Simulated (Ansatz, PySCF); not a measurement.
System: C$_{2}$H$_{5}$BF, charge 0, multiplicity 2. It need not be the lowest isomer of its formula. 
Coordinates optimised at B3LYP-D3(BJ)/def2-TZVP (Ansatz, an electronic-structure program):
SMILES: [CH2]B(F)C
```xyz
9

B      0.0517    -0.0005     0.0286
F      0.0494    -0.0579     1.3750
C      1.4226     0.0484    -0.6591
C     -1.3362     0.0106    -0.6948
H      1.5367     0.0959    -1.7361
H      2.3524     0.0378    -0.1000
H     -1.9342     0.8614    -0.3515
H     -1.9093    -0.8831    -0.4259
H     -1.2664     0.0579    -1.7815
```
Charge 0, spin multiplicity 2.

Property: atomisation energy (electronic, to ground-state atoms), in kcal/mol. Valence correlation only, unless marked. UHF or UKS for open shells. Spin-orbit coupling is left out. Non-relativistic. The coupled-cluster limit lacks core correlation, which all-electron functionals hold. Basis-set limits of correlation are two-point, X^-3; Hartree-Fock from the larger set. [CCSD(T)-MP2]/basis is that difference in the basis named.

```csv
level,program,atomisation energy (kcal/mol),minus last row
HF/cc-pVQZ,Ansatz,670.6,-183.6
PBE/def2-TZVPD,Ansatz,870.9,16.7
BLYP-D4/def2-TZVPD,Ansatz + dftd4,855.3,1.1
PBE0/6-31G*,Ansatz,864.7,10.5
PBE0-D3(BJ)/def2-TZVP,Ansatz + dftd3,863.1,8.9
PBE0-D4/def2-TZVP,Ansatz + dftd4,862.9,8.7
TPSSh-D3(BJ)/def2-TZVPD,PySCF + dftd3,862.1,7.9
CAM-B3LYP-D4/def2-TZVPD,Ansatz + dftd4,863.8,9.6
CAM-B3LYP/def2-TZVPD,Ansatz,861.5,7.3
wB97M-V/def2-TZVPD,Ansatz,858.5,4.3
B2GP-PLYP/def2-TZVPD,Ansatz,847.8,-6.4
B2PLYP/def2-TZVPD,Ansatz,849.1,-5.1
MP2/cc-pVTZ,Ansatz,850.5,-3.7
RI-MP2/aug-cc-pVQZ,Ansatz,862.3,8.1
SCS-MP2/aug-cc-pVDZ,Ansatz,807.7,-46.5
CCSD/6-31G*,Ansatz,787.1,-67.1
CCSD(T)/6-31G,Ansatz,744.9,-109.3
CCSD(T)/aug-cc-pVDZ,Ansatz,800.0,-54.2
CCSD(T)/cc-pVDZ,Ansatz,795.0,-59.2
"RI-MP2/CBS(aug-cc-pVTZ,aug-cc-pVQZ)+[CCSD(T)-MP2]/aug-cc-pVDZ",Ansatz,852.2,-2.0
"RI-MP2/CBS(aug-cc-pVTZ,aug-cc-pVQZ)+[CCSD(T)-MP2]/aug-cc-pVTZ",Ansatz,854.2,0.0
```
